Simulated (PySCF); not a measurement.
## Substituent chemical shifts

Parent skeleton `[BH2-:1]1[O:2][CH:3]=[CH:4][CH:5]=[O+:6]1`; one hydrogen on atom 5 is replaced by X. Hydrogens on one atom are averaged.

PySCF calculation with shieldings: GIAO PBE0/pcSseg-1 and PBE0-D3(BJ)/def2-SVP structure; one computed conformer, non-relativistic Hamiltonian, averaged over atoms made equivalent by symmetry, fast rotation or ring inversion, no solvent model.

References, each an isolated molecule treated in the same way: 11B against BF3·OEt2; H2O for 17O; 13C, 1H vs TMS.

Parent (X = H): B1 4.4, O2 288.4, C3 186.2, C4 101.7, C5 186.2, O6 288.4, H(B1) 4.27, H(C3) 7.46, H(C4) 4.95 ppm. Effects are Δδ = δ(X) − δ(H), positive for deshielding.

Known members:
```json
{"X": "OCF3", "B1": "+1.4", "O2": "-17.0", "C3": "+0.1", "C4": "-16.3", "C5": "-12.2", "O6": "-54.3", "H(B1)": "+0.00", "H(C3)": "+0.12", "H(C4)": "-0.17"}
{"X": "CH=NMe", "B1": "-5.3", "O2": "+5.8", "C3": "+4.5", "C4": "+7.2", "C5": "-12.0", "O6": "-20.6", "H(B1)": "-0.45", "H(C3)": "+0.56", "H(C4)": "+0.68"}
{"X": "OiPr", "B1": "-3.8", "O2": "-37.5", "C3": "-2.3", "C4": "-10.2", "C5": "-7.4", "O6": "-62.4", "H(B1)": "-0.54", "H(C3)": "+0.17", "H(C4)": "+0.11"}
```

Four more derivatives gave (Δδ, ppm):
| compound | B1 | O2 | C3 | C4 | C5 | O6 | H(B1) | H(C3) | H(C4) |
| --- | --- | --- | --- | --- | --- | --- | --- | --- | --- |
| 1 | -4.8 | -8.2 | +0.0 | -1.5 | +0.2 | -32.7 | -0.34 | +0.44 | +1.31 |
| 2 | +1.4 | +27.2 | +5.7 | -3.3 | -11.6 | -32.1 | +0.21 | +0.36 | +0.82 |
| 3 | -5.0 | -16.4 | -0.8 | -0.1 | +21.4 | +13.8 | -0.55 | +0.29 | +0.85 |
| 4 | -4.1 | +6.2 | +2.5 | +3.0 | +4.3 | -15.4 | -0.46 | +0.44 | +1.31 |

Question: Their substituents are CH2CN, COCF3, Ph, cBu. Which is which?

Answer: 1: X = Ph ([BH2-]1OC=CC(c2ccccc2)=[O+]1); 2: X = COCF3 (O=C(C1=[O+][BH2-]OC=C1)C(F)(F)F); 3: X = cBu ([BH2-]1OC=CC(C2CCC2)=[O+]1); 4: X = CH2CN (N#CCC1=[O+][BH2-]OC=C1).

Unscaled 17O shifts of doubly bonded oxygen tend to come out too high, by tens of ppm or more. Experimental scales use liquid or dissolved standards, which lie at an offset from isolated H2O (liquid H2O: subtract about 36 ppm).
